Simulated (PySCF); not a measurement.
A TDDFT job was run through a driver script with this input:

```
{"job": {"kind": "uv", "xc": "wB97X-D", "basis": "def2-SVPD", "nstates": 8, "ntriplets": 3}, "charge": 0, "multiplicity": 1}
C     -1.801637    -0.380030     0.583054
C     -1.765562    -0.018797    -0.860548
C     -1.392070     1.160337    -1.344496
P     -0.916401     2.635260    -0.389243
P      1.046226     2.403731     0.115510
C      1.600450     0.718426    -0.426286
Si     2.120980    -0.312252     1.095841
H     -1.496976     0.466753     1.197725
H     -1.136112    -1.220861     0.781851
H     -2.809942    -0.679148     0.868714
H     -2.077973    -0.800645    -1.544378
H     -1.430896     1.341518    -2.413853
H      0.828580     0.209414    -1.004156
H      2.471163     0.860681    -1.068772
H      1.076038    -0.263813     2.120820
H      3.364855     0.233959     1.635806
H      2.312281    -1.693043     0.642502
```

Level of theory: TDDFT wB97X-D/def2-SVPD, vertical, gas phase, core orbitals frozen in the response (PySCF 2.14.0, density-fitted response routines). Job line and output are in the format of a driver script around the code.

Question: Give the output.

Answer: 
```
coarse grid: 15416 points
cycle   1  E = -1129.9554421022  dE =  5.840e-01  |g| = 2.594e-01  |ddm| = 5.795e+00
cycle   2  E = -1129.9753489790  dE = -1.991e-02  |g| = 1.296e-01  |ddm| = 1.013e+00
cycle   3  E = -1129.9797209956  dE = -4.372e-03  |g| = 4.620e-02  |ddm| = 3.224e-01
cycle   4  E = -1129.9804030148  dE = -6.820e-04  |g| = 1.548e-02  |ddm| = 1.951e-01
cycle   5  E = -1129.9804912591  dE = -8.824e-05  |g| = 4.813e-03  |ddm| = 4.902e-02
cycle   6  E = -1129.9805000813  dE = -8.822e-06  |g| = 1.982e-03  |ddm| = 1.422e-02
final grid: 134336 points
cycle   7  E = -1130.1236966219  dE = -9.942e-05  |g| = 4.217e-03  |ddm| = 1.582e-01
cycle   8  E = -1130.1236989527  dE = -2.331e-06  |g| = 3.633e-03  |ddm| = 2.332e-02
cycle   9  E = -1130.1237025308  dE = -3.578e-06  |g| = 7.952e-04  |ddm| = 7.600e-03
cycle  10  E = -1130.1237027265  dE = -1.956e-07  |g| = 3.709e-04  |ddm| = 3.321e-03
cycle  11  E = -1130.1237027742  dE = -4.778e-08  |g| = 5.726e-05  |ddm| = 1.046e-03
cycle  12  E = -1130.1237027764  dE = -2.189e-09  |g| = 2.644e-05  |ddm| = 3.368e-04
cycle  13  E = -1130.1237027769  dE = -4.688e-10  |g| = 9.364e-06  |ddm| = 1.309e-04
converged SCF energy = -1130.1237027769

Static polarisability (au): isotropic 128.666, principal 100.000 132.973 153.027

Singlet excitations
state   eV       nm        f      main configurations
  1   3.3171    373.8   0.00271   H->L 0.50, H-1->L 0.44
  2   3.9067    317.4   0.00921   H-2->L 0.96
  3   4.2604    291.0   0.15730   H-1->L 0.50, H->L 0.43
  4   5.1277    241.8   0.00296   H-3->L 0.94
  5   5.6498    219.4   0.01272   H->L+1 0.68, H-1->L+1 0.27
  6   5.9677    207.8   0.01240   H->L+2 0.57, H-1->L+2 0.11
  7   5.9885    207.0   0.13275   H-1->L+1 0.46, H->L+1 0.21, H-2->L+1 0.20
  8   6.2745    197.6   0.01205   H-4->L 0.57, H-2->L+1 0.10, H-1->L+2 0.10

Triplet excitations (Tamm-Dancoff, eV): 2.1011 2.7385 3.1791
```

The structure is a single GFN2-xTB conformer in the gas phase; no vibrational or solvent corrections.

The SCF starts on a coarse grid; the energy jumps when the final grid takes over, and dE counts afresh there. H and L stand for HOMO and LUMO.

Conformer computed: `[CH3:1]/[CH:2]=[CH:3]\[P:4]=[P:5]/[CH2:6][SiH3:7]`: C2–C3–P4–P5 83°, P4–P5–C6–Si7 -118°.

wB97X-D is run here without its empirical dispersion term; that term would change no orbital, density or response property at a fixed geometry.
